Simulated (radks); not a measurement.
Values are calculated unless marked as measured or tabulated.
Nd+, configuration [Xe] 4f3 5d0.5 6s1.5 (fractional occupations, a model configuration). Code: a radial shooting solver on a logarithmic mesh with Libxc functionals. Model: scalar-relativistic Kohn-Sham, BLYP, spin-polarised, spherical densities, finite nucleus; open shells are filled with parallel spins first (spin-orbit coupling, left out, can overturn this in heavy ions); Fermi nuclear charge, rms radius 4.9123 fm.

Normalised radial functions P(r) = r R(r), r in bohr:

| r | 5p down | 4f up |
|---|---|---|
| 0.00446 | 0.0102 | 0.0000 |
| 0.006045 | 0.0170 | 0.0000 |
| 0.008192 | 0.0279 | 0.0000 |
| 0.01119 | 0.0457 | 0.0000 |
| 0.01517 | 0.0717 | 0.0001 |
| 0.02056 | 0.1075 | 0.0003 |
| 0.02786 | 0.1514 | 0.0008 |
| 0.03776 | 0.1936 | 0.0024 |
| 0.05117 | 0.2122 | 0.0067 |
| 0.06935 | 0.1737 | 0.0177 |
| 0.09399 | 0.0498 | 0.0439 |
| 0.1274 | -0.1412 | 0.1005 |
| 0.1726 | -0.2941 | 0.2084 |
| 0.234 | -0.2474 | 0.3846 |
| 0.3171 | 0.0564 | 0.6196 |
| 0.4297 | 0.4004 | 0.8560 |
| 0.5824 | 0.4039 | 0.9984 |
| 0.7893 | -0.0554 | 0.9753 |
| 1.07 | -0.6360 | 0.8063 |
| 1.461 | -0.8967 | 0.5615 |
| 1.981 | -0.7186 | 0.3319 |
| 2.684 | -0.3725 | 0.1628 |
| 3.638 | -0.1227 | 0.0639 |
| 4.93 | -0.0233 | 0.0184 |
| 6.682 | -0.0022 | 0.0034 |
| 9.056 | -0.0001 | 0.0003 |
| 12.27 | 0.0000 | 0.0000 |

5p down: eigenvalue -30.763 eV, 3 radial nodes at r = 0.102, 0.303, 0.767 bohr, <r> = 1.68 bohr, 90 % of the charge inside 2.46 bohr. 4f up: eigenvalue -14.725 eV, 0 radial nodes, <r> = 0.984 bohr, 90 % of the charge inside 1.68 bohr.
